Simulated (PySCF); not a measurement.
CH3F3OSn. Atoms are numbered in the order given.

```xyz
9

C     -0.0175    -2.6699     0.0000
O     -0.8276    -1.5098     0.0000
Sn    -0.0204     0.2594     0.0000
F      1.0928     0.5462     1.5300
F     -1.3853     1.5896     0.0000
F      1.0928     0.5462    -1.5300
H     -0.6984    -3.5344     0.0000
H      0.6215    -2.7384     0.8975
H      0.6215    -2.7384    -0.8975
```

Coordinates come from a PBE0-D3(BJ)/def2-SVP optimisation. The structure was generated by enumeration; whether it is a known compound was not checked. The def2 effective core potentials stand for the cores of Sn; spin–orbit coupling is left out. The values are those of a single conformer.

All values below come from PBE/def2-TZVP (PySCF).

Isolated molecule, no solvent.

* **total energy**: -628.83007 hartree
* **point group**: Cs
* **highest occupied level**: -7.52 eV
* **lowest empty level**: -4.18 eV
* **orbital gap**: 3.33 eV
* **dipole moment**: 2.78 D
* **quadrupole, principal values (traceless, Buckingham form, about the centre of nuclear charge)**: -4.56, -3.38, 7.94 D·Å
* **mean static polarisability**: 51.7 bohr³ (7.67 Å³)
* **polarisability, principal values**: 45.7, 46.0, 63.5 bohr³
